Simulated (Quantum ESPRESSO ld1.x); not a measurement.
Question: Species: Ir+. Configuration: [Kr] 4d10 4f14 5s2 5p5 5d7 6s1 5f1 (not the ground configuration). Method: non-relativistic Kohn-Sham, LDA (Slater exchange, Perdew-Zunger correlation), spin-polarised, spherical densities, point nucleus; open shells are filled with parallel spins first; relativity is left out, which matters for an element this heavy; computed with ld1.x of Quantum ESPRESSO 7.5. Some entries of the table are withheld. Estimate them.

| orbital | occ. | eigenvalue (hartree) | r(max) (bohr) | <r^2> (bohr^2) |
|---|---|---|---|---|
| 1s up | 1 | -2544.50 | 0.013 | 0.0005173 |
| 1s down | 1 | -2544.49 | 0.013 | 0.0005173 |
| 2s up | 1 | -422.878 | 0.071 | 0.008067 |
| 2s down | 1 | -422.866 | 0.071 | 0.008067 |
| 2p up | 3 | -406.248 | 0.055 | 0.005953 |
| 2p down | 3 | -406.237 | 0.055 | 0.005953 |
| 3s up | 1 | -98.6344 | 0.194 | 0.05022 |
| 3s down | 1 | -98.6267 | 0.194 | 0.05022 |
| 3p up | 3 | -90.8204 | 0.183 | 0.04630 |
| 3p down | 3 | -90.8123 | 0.183 | 0.04629 |
| 3d up | 5 | -76.1975 | 0.144 | 0.03578 |
| 3d down | 5 | -76.1878 | 0.144 | 0.03578 |
| 4s up | 1 | -21.0076 | 0.435 | 0.2436 |
| 4s down | 1 | -20.9932 | 0.435 | 0.2434 |
| 4p up | 3 | -17.6803 | 0.435 | 0.2509 |
| 4p down | 3 | -17.6649 | 0.435 | 0.2507 |
| 4d up | 5 | -11.5707 | 0.428 | 0.2674 |
| 4d down | 5 | -11.5529 | 0.428 | 0.2669 |
| 5s up | 1 | -3.61478 | 0.977 | 1.283 |
| 5s down | 1 | -3.52033 | 0.977 | 1.278 |
| 4f up | 7 | -3.45238 | 0.389 | 0.3306 |
| 4f down | 7 | -3.42832 | 0.389 | 0.3274 |
| 5p up | 3 | (1) | 1.04 | 1.528 |
| 5p down | 2 | (2) | 1.03 | 1.525 |
| 5d up | 5 | -0.97338 | 1.25 | 2.706 |
| 5d down | 2 | -0.87589 | 1.25 | 2.766 |
| 6s up | 1 | -0.64502 | 2.41 | 8.250 |
| 6s down | 0 | -0.58047 | 2.45 | 8.635 |
| 5f up | 1 | (3) | 6.82 | 65.12 |
| 5f down | 0 | (4) | 7.94 | 88.81 |

Answer: 
(1) 5p up eigenvalue (hartree): -2.57816
(2) 5p down eigenvalue (hartree): -2.48015
(3) 5f up eigenvalue (hartree): -0.09625
(4) 5f down eigenvalue (hartree): -0.07573
